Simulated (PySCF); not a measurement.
Nitrogen: a sound run and one with changed settings

Sound run: N⁺ [He] 2s2 2p2, N²⁺ [He] 2s2 2p1. All numbers are calculated (PySCF 2.14, the non-relativistic Hamiltonian (point nucleus), in pcseg-2). In the sound run the correlated levels freeze 1s2. The sound run starts from symmetry-adapted Hartree-Fock orbitals and uses a fine grid where one is needed.

A second run was set up differently.

```tsv
species	method	sound run (hartree)	changed run (hartree)	converged
N⁺	UHF	-53.88813	-53.24264	yes
N⁺	PBE	-53.99012	-53.32088	yes
N⁺	M06-2X	-54.05316	-53.40135	yes
N⁺	MP2	-53.95681	-53.25331	yes
N⁺	CCSD(T)	-53.97933	-53.26332	yes
N²⁺	UHF	-52.81426	-52.12682	yes
N²⁺	PBE	-52.88927	-52.18228	yes
N²⁺	M06-2X	-52.96047	-52.26729	yes
N²⁺	MP2	-52.86807	-52.14900	yes
N²⁺	CCSD(T)	-52.89574	-52.16878	yes
```

Ionisation energy of N⁺:

| method | sound run (eV) | changed run (eV) |
| --- | --- | --- |
| UHF | 29.221 | 30.363 |
| PBE | 29.956 | 30.983 |
| M06-2X | 29.734 | 30.859 |
| MP2 | 29.626 | 30.050 |
| SCS-MP2 | 29.495 | 29.987 |
| CCSD | 29.472 | 29.784 |
| CCSD(T) | 29.486 | 29.784 |

**Question.** What was changed?
A. level shift left on
B. radial grid too coarse
C. minimal basis
D. a valence shell is frozen

**Answer.** C. It used basis STO-3G. A minimal basis cannot let orbitals breathe on ionisation and holds almost no correlation.
